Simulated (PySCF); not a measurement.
Precursor series Zr F-NH2. Isolated molecules, 0 K electronic values unless said otherwise. One relaxed conformer stands for each flexible species; it need not be the lowest.

Computed with PBE-D3(BJ)/def2-TZVP // BP86-D3(BJ)/def2-SVP (PySCF). 

| species | LUMO (eV) | HOMO–LUMO gap (eV) | mean distance from the central atom to its bonded neighbours (Å) | charge on the central atom (Mulliken) (e) |
|---|---|---|---|---|
| 1 of 4 F replaced by NH2 ([Zr(F)3(NH2)]) | -2.11 | 4.62 | (withheld) | 1.59 |
| 2 of 4 F replaced by NH2 | (withheld) | 4.04 | 1.987 | 1.55 |
| 3 of 4 F replaced by NH2 | (withheld) | 4.65 | 2.023 | 1.52 |
| 4 of 4 F replaced by NH2 ([Zr(NH2)4]) | -0.85 | 4.49 | (withheld) | 1.51 |

Question: What belongs in the gaps?

Answer: 
- 1 of 4 F replaced by NH2 ([Zr(F)3(NH2)]), mean distance from the central atom to its bonded neighbours (Å): 1.947
- 2 of 4 F replaced by NH2, LUMO (eV): -1.76
- 3 of 4 F replaced by NH2, LUMO (eV): -1.03
- 4 of 4 F replaced by NH2 ([Zr(NH2)4]), mean distance from the central atom to its bonded neighbours (Å): 2.061
